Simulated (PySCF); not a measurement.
## Yb²⁺ (ytterbium, charge +2) across methods

[Xe] 4f13 6s1, high-spin 3F determinant (an excited configuration). Computed with PySCF 2.14 in x2c-TZVPPall, with scalar relativity by spin-free X2C-1e.

```
method   E (hartree)  mean ε 4f α (eV)  mean ε 4f β (eV)  mean ε 6s α (eV)  Σ⟨r²⟩ (bohr²)   ⟨S²⟩
  PBE0     -14058.61           -30.800           -29.720           -18.399          43.83  2.000
   PBE     -14058.83           -27.421           -26.456           -17.791          43.84  2.000
   UHF  -14053.96687           -40.064           -38.570           -19.774          44.18  2.001
```

Problem. Estimate the same row for LDA.

Solution. E (hartree) = -14049.43; mean ε 4f α (eV) = -27.786; mean ε 4f β (eV) = -26.789; mean ε 6s α (eV) = -18.092; Σ⟨r²⟩ (bohr²) = 43.73; ⟨S²⟩ = 2.000.

Spin-orbit coupling, absent here, splits the open shell strongly.
